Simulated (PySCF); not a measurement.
These are PBE-D3(BJ)/def2-TZVP // B3LYP-D3(BJ)/def2-SVP in PySCF 2.14.0 values and carry that method's errors. Gas-phase values, no solvent. One relaxed conformer stands for a flexible species; it need not be the lowest. Excitations are Tamm–Dancoff values on a coarser integration grid. The basis has no diffuse functions, so Rydberg states are missing or too high.

Reference species (SMILES): `C=CC(=C)c1ccc([SiH3])cc1` (C–C–C–C torsion -170°, C–C–C–C torsion -127°) (neutral, multiplicity 1).

| Item | Result |
|---|---|
| S1 excitation (TDA) | 4.19 eV |
| LUMO | -2.12 eV |

Changed species: `C=C/C=C/c1cccc([SiH3])c1` (C–C–C–C torsion -180°, C–C–C–C torsion 1°).

Task: Predict the effect on the S1 excitation (TDA) and LUMO.

Result: the S1 excitation (TDA) drops by 0.33 eV, to 3.86 eV; the LUMO decreases by 0.38 eV, to -2.50 eV.
